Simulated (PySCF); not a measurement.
H$_{7}$GaOSi$_{2}$ (SMILES [OH][Ga]([SiH3])[SiH3]), singlet, geometry from GFN2-xTB (such geometries of metal compounds can be far from the true shape). Base run: PBE/6-31G run with PySCF.

PySCF was given this input:
```python
from pyscf import gto, scf, dft, solvent

mol = gto.Mole()
mol.atom = '''
    Ga   -0.095296   -0.083527    0.009266
    O    -1.400759   -1.223931    0.135723
    H    -2.112029   -1.851011    0.209854
    Si   -0.880979    1.781988   -1.353157
    H     0.145920    2.818856   -1.590645
    H    -2.027452    2.478152   -0.730640
    H    -1.330051    1.337830   -2.689919
    Si    1.794992   -0.982614    1.264325
    H     2.987052   -0.108242    1.252058
    H     2.240181   -2.288112    0.731529
    H     1.460458   -1.197936    2.688397
'''
mol.basis = '6-31g'
mol.charge = 0
mol.spin = 0
mol.verbose = 4
mol.build()

mf = dft.RKS(mol)
mf.xc = 'pbe'
mf.kernel()
mf.analyze()
```

Each row names what was changed in the base input (with any setting that the change needs).

```tsv
change	ΔE vs base (kJ/mol)	dipole (D)	HOMO-LUMO gap (eV)
base	0.00	0.78	3.60
model = SS(V)PE; solvent = water	-16.10	0.76	3.77
model = IEF-PCM; solvent = water; r_probe = 0.5	-4.99	0.81	3.66
model = IEF-PCM; solvent = water; vdw_scale = 1.4	-7.69	0.84	3.67
model = IEF-PCM; solvent = water; lebedev_order = 11	-15.39	0.76	3.76
model = IEF-PCM; solvent = dichloromethane	___	0.78	___
model = IEF-PCM; solvent = water	-16.21	0.75	3.78
model = IEF-PCM; solvent = chloroform	___	___	___
model = IEF-PCM; solvent = water; lebedev_order = 41	-16.28	0.75	3.78
model = IEF-PCM; solvent = water; vdw_scale = 1.0	-39.1	0.60	3.99
model = IEF-PCM; solvent = water; vdw_scale = 1.1	___	___	___
model = ddCOSMO; solvent = water	-11.39	0.69	3.75
```

Problem. Complete the blanks.

Solution. 
- model = IEF-PCM; solvent = dichloromethane, ΔE vs base (kJ/mol): -13.55
- model = IEF-PCM; solvent = dichloromethane, HOMO-LUMO gap (eV): 3.74
- model = IEF-PCM; solvent = chloroform, ΔE vs base (kJ/mol): -11.23
- model = IEF-PCM; solvent = chloroform, dipole (D): 0.80
- model = IEF-PCM; solvent = chloroform, HOMO-LUMO gap (eV): 3.71
- model = IEF-PCM; solvent = water; vdw_scale = 1.1, ΔE vs base (kJ/mol): -24.64
- model = IEF-PCM; solvent = water; vdw_scale = 1.1, dipole (D): 0.68
- model = IEF-PCM; solvent = water; vdw_scale = 1.1, HOMO-LUMO gap (eV): 3.87

The base is the gas phase, so ΔE is the electrostatic part of solvation at a fixed geometry, without cavity and dispersion terms.
